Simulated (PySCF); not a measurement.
PySCF 2.14 output of an unrestricted LDA calculation on a single atom or ion in aug-cc-pVTZ-PP with one added diffuse shell each of d, f type with ECP28MDF (6s5p5d3f, 67 functions), with scalar relativity through the core potential:

```
SCF conv_tol = 1e-09
number electrons alpha = 13  beta = 11
    P. A. M. Dirac.,  Math. Proc. Cambridge Philos. Soc. 26, 376 (1930)
    F. Bloch.,  Z. Phys. 57, 545 (1929)
    S. H. Vosko, L. Wilk, and M. Nusair.,  Can. J. Phys. 58, 1200 (1980)
cycle= 1 E= -239.879312729535  delta_E= -0.0151  |g|= 0.0665  |ddm|= 0.673
cycle= 2 E= -239.880284428193  delta_E= -0.000972  |g|= 0.034  |ddm|= 0.187
cycle= 3 E= -239.88073531928  delta_E= -0.000451  |g|= 0.00398  |ddm|= 0.0834
cycle= 4 E= -239.880754166101  delta_E= -1.88e-05  |g|= 0.000965  |ddm|= 0.014
cycle= 5 E= -239.880754806301  delta_E= -6.4e-07  |g|= 0.00013  |ddm|= 0.00282
cycle= 6 E= -239.880754838922  delta_E= -3.26e-08  |g|= 2.71e-05  |ddm|= 0.000943
cycle= 7 E= -239.880754840136  delta_E= -1.21e-09  |g|= 6.36e-07  |ddm|= 0.000115
cycle= 8 E= -239.880754840137  delta_E= -1.42e-13  |g|= 2.27e-08  |ddm|= 2.21e-06
converged SCF energy = -239.880754840137  <S^2> = 2.0049936  2S+1 = 3.0033272
```

The run itself started from symmetry-adapted Hartree-Fock orbitals and held the occupation by maximum overlap, on a logarithmic radial grid, so the iterations belong to that start.

Question: Which element, charge and spin multiplicity is this?

Answer: Sb⁻ (antimony, charge -1), multiplicity 3; the state was [Kr] 4d10 5s2 5p4, high-spin 3P determinant.

Energies and moments cover only the electrons outside the core potential. At LDA the highest occupied level has a positive energy, so only the finite basis holds that electron; in a semilocal or global hybrid functional this comes from self-interaction and does not mean that the real anion is unbound.
